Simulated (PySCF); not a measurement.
Coordinates in bohr (charge 0 multiplicity 1):
```
In    0.0178    0.0000    0.0534
O     0.0069    0.0000    3.4995
O    -0.2189    0.0000   -3.6042
H     1.3983    0.0000   -4.4328
```

These are results of PySCF, PBE0, basis In def2-TZVP with ECP28, O def2-TZVP, H def2-TZVP (scalar-relativistic core potentials, no spin–orbit coupling, density fitting), not measurements.

This geometry of InO(OH) is a stationary point at this level.

Q: What is the point group?

A: Cs.

Q: Is it a minimum?

A: Yes: all harmonic wavenumbers are real.

Q: Which band is strongest in the infrared?

A: 818 cm⁻¹ (a'), 118 km/mol.

Q: What are the dipole moment and the gap between the highest occupied and lowest empty levels?

A: 4.22 D and 5.10 eV.

Q: Give the ideal-gas entropy at 298.15 K and 1 bar by parts.

A: translation 171.2, rotation 87.0, vibration 25.1, spin 0.0; total 283.3 J/(mol K).

This need not be the most stable arrangement of these atoms.
